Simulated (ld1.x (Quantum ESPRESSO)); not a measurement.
What the settings do to the TM potential of scandium

Base potential:

ld1.x (Quantum ESPRESSO) 7.5 input, shortened:

```
&input
   title='Sc', zed=21., rel=1, dft='PBE', iswitch=3,
   config='[Ar] 3d1 4s1 4p1'
 /
 &inputp
   pseudotype=2, tm=.true., lloc=1,
   nlcc=.false.
 /
3
4S  1  0   1.00   0.00  3.40  3.40  0.0
3D  3  2   1.00   0.00  2.70  2.70  0.0
3P  2  1   6.00   0.00  1.15  1.15  0.0
 &test
   configts(1)='3p6 3d1 4s1 4p1'
 /
```

Occupied shells without a wave of their own: 4p. They enter only through the test configuration that unscreens the potential.

Cutoffs, loose and tight: the cutoffs (Ry, on a coarse ladder) from which the occupation-weighted sum of valence levels, in a spherical-Bessel basis at the reference potential, stays within 10 and 1 mRy of its value at 400 Ry. They do not see the model core or the augmentation charge, which bear on the density cutoff. Test errors are all-electron minus pseudo excitation energies from the reference, over the configurations 3p6 3d1 4s2 4p0; 3p6 3d1 4s1 4p0; 3p6 3d1 4s0 4p0; 3p6 3d1.5 4s1.5 4p0; 3p6 3d2 4s1 4p0; 3p6 3d1 4s0 4p2; 3p6 3d0 4s2 4p1. A dash means not determined; rows that change the core or the reference have their own tests. The largest error is taken over the tests solved by every variant that gives reliable tests at all: 3p6 3d0 4s2 4p1; 3p6 3d1 4s0 4p0; 3p6 3d1 4s0 4p2; 3p6 3d1 4s1 4p0; 3p6 3d1 4s2 4p0; 3p6 3d2 4s1 4p0.

A true bound ghost makes a file unfit for plane-wave use even where its test errors are small: the radial tests pick states by their node count and pass the ghost by.

| change | outcome | cutoff, loose | cutoff, tight | bound ghosts | largest test error (meV) |
| --- | --- | --- | --- | --- | --- |
| base | generated | 70 Ry | 100 Ry | s | +176 |
| wave 4s (bound): rc 3.40 bohr becomes 4s (bound): rc 2.28 bohr | generated | 70 Ry | 100 Ry | s | +176 |
| wave 4s (bound): rc 3.40 bohr becomes 4s (bound): rc 2.82 bohr | generated | 70 Ry | 100 Ry | s | +154 |
| wave 4s (bound): rc 3.40 bohr becomes 4s (bound): rc 3.12 bohr | generated | 70 Ry | 100 Ry | s | +160 |
| wave 4s (bound): rc 3.40 bohr becomes 4s (bound): rc 3.70 bohr | generated | 70 Ry | 100 Ry | s | +193 |
| wave 4s (bound): rc 3.40 bohr becomes 4s (bound): rc 4.22 bohr | generated | 70 Ry | 100 Ry | s | +233 |
| wave 4s (bound): rc 3.40 bohr becomes 4s (bound): rc 4.72 bohr | generated | 70 Ry | 100 Ry | s | +285 |
| wave 4s (bound): rc 3.40 bohr becomes 4s (bound): rc 5.12 bohr | generated | 70 Ry | 100 Ry | s | +320 |

Reading the sweep of the s radius (base included, trends over the rows without a ghost): Bound ghosts are found at 2.28, 2.82, 3.12, 3.4, 3.7, 4.22, 4.72, 5.12 bohr. Every judged row has one, so this setting neither creates nor removes them.
